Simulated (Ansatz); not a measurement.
Cdn (charge -1): r2SCAN/def2-TZVPD single points in Ansatz on relaxed structures, gas phase. Each cluster is the lowest isomer that a short search found in that spin, judged at the geometry's level, and lower ones may exist. Core potentials for Cd, no spin–orbit coupling. HOMO and LUMO are taken over both spins. The spins of the ions were chosen, not always searched. A dash marks a value that wasn't run or was left out as unsound. The structures are stationary points that may keep the symmetry of their start. Remarks come from the PBE and PBE0 runs and from stability tests at other levels; not every state was tested. A HOMO above zero means that the electron is unbound at that level and held by the basis, or that self-interaction error raises the level; the energy of removing that electron tells which. HOMO above LUMO (over both spins in singlets and doublets, within one spin in higher multiplets; at PBE or PBE0), or a gap under 0.15 eV within one spin, warns that the state may not be the lowest or that an electron is smeared out.

Task: Estimate the order by vertical IE (eV), lowest first.
A. Cd3⁻ (doublet; oxidised ion singlet)
B. Cd4⁻ (doublet; oxidised ion singlet)

Result: A (0.62), B (0.88).

In full:

```csv
species,atoms,state,geometry,HOMO (eV),vertical IE (eV),lowest of the spins relaxed,point group (within 0.1 Å),remarks
Cd3⁻,3,doublet; oxidised ion singlet,r2SCAN/def2-TZVPD,1.12,0.62,"doublet, of doublet/quartet",D3h,"HOMO above zero at PBE or PBE0, HOMO above zero (quartet)"
Cd4⁻,4,doublet; oxidised ion singlet,PBE0/def2-SVPD,0.74,0.88,"doublet, of doublet/quartet",D2h,"HOMO above zero at PBE or PBE0, HOMO above zero (quartet), gap within one spin near zero at PBE or PBE0 (quartet)"
Cd5⁻,5,doublet,PBE/def2-SVPD,0.42,–,–,Cs,HOMO above zero at PBE or PBE0
```
